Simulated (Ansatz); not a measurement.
```yaml
crystal:
  periodic: [false, false, false]
  atoms:
    - {symbol: O, position_ang: [0.149819, -1.697584, -1.405778]}
    - {symbol: Ti, position_ang: [0.112867, -0.476312, 0.057849]}
    - {symbol: Cl, position_ang: [0.766405, -2.039743, 1.707238]}
    - {symbol: C, position_ang: [-2.018867, 0.241583, -0.838092]}
    - {symbol: C, position_ang: [-1.713034, 1.011678, 0.262231]}
    - {symbol: C, position_ang: [-1.682801, 0.071379, 1.498977]}
    - {symbol: C, position_ang: [-1.985150, -1.188052, 0.972708]}
    - {symbol: C, position_ang: [-2.242497, -1.094033, -0.357598]}
    - {symbol: C, position_ang: [2.141579, 0.513344, 0.898594]}
    - {symbol: C, position_ang: [2.416664, -0.080261, -0.274225]}
    - {symbol: C, position_ang: [1.829115, 0.563631, -1.398899]}
    - {symbol: C, position_ang: [0.963205, 1.538979, -0.753601]}
    - {symbol: C, position_ang: [1.173746, 1.504094, 0.571511]}
    - {symbol: H, position_ang: [1.048993, -1.907367, -1.748639]}
    - {symbol: H, position_ang: [-1.995429, 0.611485, -1.771628]}
    - {symbol: H, position_ang: [-1.535351, 2.005986, 0.397110]}
    - {symbol: H, position_ang: [-1.457664, 0.393637, 2.439912]}
    - {symbol: H, position_ang: [-1.976511, -2.105097, 1.503170]}
    - {symbol: H, position_ang: [-2.339505, -1.969850, -1.082739]}
    - {symbol: H, position_ang: [2.398326, 0.221147, 1.888222]}
    - {symbol: H, position_ang: [3.104123, -0.909506, -0.436324]}
    - {symbol: H, position_ang: [1.772398, 0.389274, -2.390827]}
    - {symbol: H, position_ang: [0.366471, 2.202628, -1.301483]}
    - {symbol: H, position_ang: [0.708236, 2.209842, 1.327928]}
basis:
  gaussian: {orbitals: def2-TZVP}
magnetization: {spin_polarized: true, initial_magnetization: 0}
hamiltonian: {xc: {name: HF}}
correlation: {active_space: {window: {electrons: 2, orbitals: 1}}}
output: {forces: true}
```

```sh
$ ansatz run in.yaml --threads 11 --pin off --events-out ev --progress --plain --max-ram 110592MiB --backend cuda --devices 0, --max-vram 75GiB
```

How does Ansatz answer? (Estimate.)

Computed: The input was rejected before any iteration.
```
Error: invalid value for `correlation.active_space`: it starts from restricted Hartree–Fock orbitals; set hamiltonian.xc: hf without magnetization.spin_polarized
```
